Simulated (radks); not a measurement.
Results of a calculation; reference values are marked as such.
I+, configuration [Kr] 4d10 5s2 5p4. Level of theory: Dirac Kohn-Sham, AM05, spin-unpolarised, spherical densities, finite nucleus; open shells are shared between the two j in proportion to 2j + 1; Fermi nuclear charge, rms radius 4.75 fm (a radial shooting solver on a logarithmic mesh with Libxc functionals).

Normalised radial functions P(r) = r R(r) (large component), r in bohr:

```
   r/bohr * 4p1/2 (the largest magnitude, 1.27, reaches the edge; | marks zero)
 0.003425                             *
 0.004532                             |*
 0.006045                             |*
 0.008062                             |*
  0.01075                             | *
  0.01423                             |  *
  0.01898                             |   *
  0.02531                             |     *
  0.03349                             |       *
  0.04466                             |         *
  0.05957                             |         *
  0.07945                             |       *
   0.1051                             |  *
   0.1402                       *     |
    0.187               *             |
   0.2474              *              |
     0.33                       *     |
   0.4402                             |           *
   0.5871                             |                        *
   0.7768                             |                          *
    1.036                             |                 *
    1.382                             |       *
    1.828                             | *
    2.439                             *
    3.252                             *
    4.338                             *
     5.74                             *
    7.656                             *
```

4p1/2: eigenvalue -144.37 eV, 2 radial nodes at r = 0.116, 0.365 bohr, <r> = 0.773 bohr, 90 % of the charge inside 1.13 bohr.
